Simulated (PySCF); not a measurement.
**Structure from 2D NMR**

Compound of formula C4H12O2Si3. Correlations simulated from computed shifts and the bond graph:

HSQC (one-bond C–H):
```csv
δH,δC
9.54,210.3
2.76,37.9
```

HMBC (two and three bonds, from the bond graph):
```csv
δH,δC
9.54,31.9
4.33,"252.5, 210.3, 37.9, 31.9"
4.26,"210.3, 31.9"
2.76,252.5
```

Carbons without hydrogens: δ 252.5, 31.9.

[PySCF 2.14.0 with density-fitted response routines: geometry: GFN2-xTB; GIAO PBE0/pcSseg-1 shieldings; equivalent nuclei averaged; non-relativistic Hamiltonian; isolated molecule; one computed conformer]

Chemical shifts δ = σref − σ; TMS for $^{1}$H, $^{13}$C, all at this level.

Exchangeable hydrogens are left out of these lists.

Q: Which molecule is this?

A: `CC(=O)[SiH2]C([SiH3])([SiH3])C=O`.

Numbering as in the mapped SMILES `[CH3:1][C:2](=[O:3])[SiH2:4][C:5]([SiH3:6])([SiH3:7])[CH:8]=[O:9]`; H(Xn) means a hydrogen on atom n.

1. δC 252.5 is C2, a carbonyl carbon.
2. δC 210.3 is C8, an aldehyde carbonyl carbon (δH 9.54).
3. δC 37.9 is C1, a methyl carbon α to a carbonyl (δH 2.76).
4. δC 31.9 is C5, a fully substituted sp3 carbon bonded to 3 Si, α to a carbonyl.
5. HMBC from δH 9.54 reaches the proton-free carbon C5.
6. HMBC from δH 4.33 reaches the proton-free carbons C2, C5.
7. HMBC from δH 4.26 reaches the proton-free carbon C5.
8. HMBC from δH 2.76 reaches the proton-free carbon C2.

The data come from this structure; uniqueness wasn't tested.

Shifts are as computed. Against solution values, carbons near 30 ppm lie about +3 ppm off and those near 130 ppm about +5 ppm. Of 1211 compounds with measured shifts, 218 miss one by over three times the rms of a fit or turn the order of signals round; such compounds aren't used in these exercises.
